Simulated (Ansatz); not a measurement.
`CB(N)[SiH3]` + `CC1=CO1` → `[SiH3]C1=CO1` + `CB(C)N` at 500 K and 1 bar (formal exchange of groups at the Si–B bond).

Program: Ansatz. Geometries: PBE0-D4/def2-TZVP. ΔE: electronic, gas phase. CCSD(T)/CBS is the MP2 limit (def2-TZVPP, def2-QZVPP) plus CCSD(T) − MP2 in def2-TZVPP, frozen cores. One conformer a species, not always the lowest.

```csv
species,CCSD(T)/CBS energy (Eh),H − E (kJ/mol),S (J/(mol·K))
`CB(N)[SiH3]`,-411.48616,291.5,403.7
`CC1=CO1`,-191.59023,186.2,338.1
`[SiH3]C1=CO1`,-442.61294,160.7,368.5
`CB(C)N`,-160.48988,318.4,371.9
```

H − E and S are ideal-gas, rigid-rotor, harmonic terms from PBE0-D4/def2-TZVP, for one conformer and one mirror image of each species. 1 Eh = 2625.50 kJ/mol, R = 8.31446 J/(mol·K).

Task: By hand: ΔE, ΔH, ΔS and ΔG.

Result: ΔE = (-442.61294) + (-160.48988) − (-411.48616) − (-191.59023) = -0.02643 Eh = -69.4 kJ/mol. Δ(H − E) = 160.7 + 318.4 − 291.5 − 186.2 = 1.4, so ΔH = -68.0 kJ/mol. ΔS = 368.5 + 371.9 − 403.7 − 338.1 = -1.4 J/(mol·K). ΔG = -68.0 − 500 × (-1.4)/1000 = -67.3 kJ/mol.

Task: By hand: the equilibrium constant, and the temperature at which ΔG would vanish if ΔH and ΔS stayed fixed.

Result: log₁₀ K = −ΔG/(RT ln 10) = 7.0. ΔG = 0 at ΔH/ΔS = 48571 K, far beyond where these terms or the molecules hold.

The number of gas molecules stays the same, so ΔS is small and ΔH decides. A doubt of 5 kJ/mol in ΔE shifts log₁₀ K by 0.5 here. Other conformers and mirror images would add mixing entropy, several J/(mol·K) or more a flexible species. These are equilibria of isolated gas molecules and say nothing of rates. Largest T1 diagnostic: 0.029 (customary marks: 0.02 for closed shells, 0.045 for open ones).
